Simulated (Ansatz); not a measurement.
Basis-set extrapolation for `C[B-](C)(C)[OH2+]` (PBE0-D4/def2-TZVP geometry, frozen core, Ansatz). Multiplicity 1, RHF reference.

|  | def2-TZVPP | def2-QZVPP |
| --- | --- | --- |
| HF | -219.654948 | -219.665431 |
| MP2 correlation | -0.917044 | -0.977581 |
| CCSD(T) correlation | -1.006583 | not run |

Energies in hartree. Use E(X) = E(∞) + A·exp(−7.88·√X) for Hartree–Fock and E(X) = E(∞) + B·X^(−2.97) for correlation, with X = 3 and 4, and add CCSD(T) minus MP2 of the smaller set to the MP2 limit.

Task: What is the CCSD(T) energy at the basis-set limit?

Result: HF limit: -219.665431 + (-0.010483) × 0.13774 = -219.66687. MP2 limit: -0.977581 + (-0.060537) × 0.74074 = -1.02242. Higher-order term: -1.006583 − (-0.917044) = -0.08954. Total: -220.77883 hartree, 73.6 kcal/mol below CCSD(T)/def2-TZVPP.
